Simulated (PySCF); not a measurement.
# Correlation energy of Sn+ (tin, charge +1)

[Kr] 4d10 5s1 5p2, 5s spin antiparallel (an excited configuration). Calculation: PySCF 2.14, in x2c-TZVPPall; the spin-free X2C one-electron Hamiltonian (Gaussian nucleus). Frozen: [Ar] 3d10; 21 electrons correlated.

MP2 pair energies summed by pair of shells (mhartree):

```csv
pair,energy,share (%)
4d-4d,-157.76,41.4
4p-4d,-49.69,13.1
4d-5p,-45.30,11.9
5s-5p,-44.64,11.7
4d-5s,-35.87,9.4
4p-4p,-15.59,4.1
4s-4d,-10.94,2.9
4s-4p,-7.87,2.1
5p-5p,-4.29,1.1
4p-5s,-3.74,1.0
4p-5p,-2.97,0.8
4s-4s,-1.44,0.4
4s-5s,-0.32,0.1
4s-5p,-0.31,0.1
```

Total MP2 correlation energy: -380.72 mhartree.

Same-spin part -127.39 and opposite-spin part -253.33 mhartree; SCS-MP2 scales them by 1/3 and 6/5 to -346.46 mhartree.

This basis was not built for core-valence correlation, so the inner-shell part is incomplete.
